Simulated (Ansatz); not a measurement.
Coupled-cluster diagnostics for the cluster Sr2O2 (the lowest singlet isomer of a short search), Ansatz.

Geometry of the singlet (PBE-D4/def2-TZVP):

```xyz
4

Sr    1.465    0.449    0.541
Sr   -1.465   -0.449   -0.541
O    -0.317   -0.535    1.301
O     0.317    0.535   -1.301
```

In the def2 sets Sr takes a core potential; there is no spin–orbit coupling. Correlated methods freeze 2 core orbitals; core or outer-core shells of Sr are correlated, in sets that lack core-valence functions. In CCSD on the charge 0 triplet the largest single amplitude is 0.43, so its Hartree–Fock determinant may place the open shell otherwise than the density functionals do. The structure comes from a short search, and lower isomers may exist.

Geometry of the charge 0 triplet (PBE-D4/def2-TZVP):

```tsv
atom	x (Å)	y (Å)	z (Å)
Sr1	-1.535	-0.761	-0.658
Sr2	1.535	0.762	0.658
O3	-0.454	-0.096	1.169
O4	0.454	0.096	-1.169
```

Geometry of the charge 0 quintet (PBE-D4/def2-TZVP):

```csv
atom,x (Å),y (Å),z (Å)
Sr1,1.574,1.366,-0.313
Sr2,-1.574,-1.366,0.313
O3,0.636,-0.793,-0.263
O4,-0.636,0.793,0.263
```

Question: Estimate the CCSD(T) correlation energy, the shares of MP2 and (T), T1 and the reference's ⟨S²⟩ for: charge 0, singlet, own geometry in def2-TZVPP; charge 0, triplet, own geometry in def2-TZVPP; charge 0, quintet, own geometry in def2-TZVPP; charge 1, doublet, vertical in def2-TZVPP; and the rough time on 4 threads of Arm Neoverse V2 on a shared host.

Answer: 
```
                          state       basis  correlation (eV)  MP2 share (%)  (T) share (%)     T1  ⟨S²⟩ (pure)  wall time           remarks
charge 0, singlet, own geometry  def2-TZVPP           -26.845           96.7            4.0  0.023  0.00 (0.00)       26 s  large T1 (0.023)
charge 0, triplet, own geometry  def2-TZVPP           -25.624           92.7            4.3  0.077  2.02 (2.00)    2.3 min  large T1 (0.077)
charge 0, quintet, own geometry  def2-TZVPP           -23.536           90.5            3.5  0.059  6.03 (6.00)       45 s  large T1 (0.059)
    charge 1, doublet, vertical  def2-TZVPP           -24.829           94.1            3.7  0.036  0.76 (0.75)    1.9 min                 –
```
Customary marks for T1 are 0.02 (closed shells), 0.045 (open shells) and about 0.05 (3d metals). T1 exceeds 0.02 in 4 of 4 rows and 0.045 in 2; the higher it lies, the less the single-reference result can be trusted.
